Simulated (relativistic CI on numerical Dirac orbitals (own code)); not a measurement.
Cr⁺ in a cubic cluster: 2p photoemission with charge transfer

Computed with a charge-transfer multiplet model of a cubic metal-ligand cluster with up to one ligand hole, Slater and spin-orbit integrals from Dirac-Coulomb-Breit ions, Slater integrals scaled by 0.8. The ground state mixes d5 with configurations of k ligand holes L, whose averages lie at kΔ + k(k − 1)U_dd/2; a core hole lowers each added d electron by U_cd. 20 K, Lorentzian 0.6 eV and Gaussian 0.8 eV FWHM.

Atomic integrals in eV (Slater integrals scaled, ζ unscaled), ground: F2dd 6.636, F4dd 4.082, zeta_d 0.022; with the core hole: F2dd 8.366, F4dd 5.204, zeta_d 0.040, zeta_core 5.624, F2cd 4.703, G1cd 3.430, G3cd 1.946.

Cluster parameters (eV): U_dd = 5.7, U_cd = 6.4, 10Dq = 0.7, 10Dq(ligand) = 0.9, V(eg) = 1.35, V(t2g) = -0.74, final-state hopping factor = 1.

| Case | n_d | d5 | d6L | S |
| --- | --- | --- | --- | --- |
| Δ = 6.6 eV | 5.06 | 0.94 | 0.06 | 2.50 |
| Δ = 7.6 eV | 5.05 | 0.95 | 0.05 | 2.50 |
| Δ = 9.6 eV | 5.04 | 0.96 | 0.04 | 2.50 |

Weights, n_d and S are thermal averages at 20 K. Binding energies count from the first peak over 30 % of the highest in each spectrum, which can be another peak from case to case. The parameters are a model scan and need not match a compound or its usual spin state. Peaks in eV (height, largest 100):
- Δ = 6.6 eV: 0.0 (100), 5.2 (21), 10.6 (54), 14.3 (7), 15.5 (7)
- Δ = 7.6 eV: 0.0 (100), 0.8 (92), 4.4 (17), 5.8 (17), 10.7 (55)
- Δ = 9.6 eV: 0.0 (100), 0.9 (92), 4.8 (18), 7.4 (11), 10.7 (56), 13.2 (7)

For the case Δ = 6.6 eV, Δ = 6.6 eV is larger than U_dd = 5.7 eV, the Mott-Hubbard side of the Zaanen-Sawatzky-Allen scheme. With the core hole the configuration with one ligand hole lies at Δ − U_cd = 0.2, 1.2, 3.2 eV from the one without, in the order of the table; where this is negative the screened configuration lies lower, though the effective hopping of about 2.3 eV (from the holes of the mixed ground state) mixes the two strongly wherever it is as large as the gap.

With at most 1 ligand hole the space is cut while the next configuration still counts, so covalency is underestimated, and a final configuration with one more ligand hole, which can lie low, is missing from the spectra.
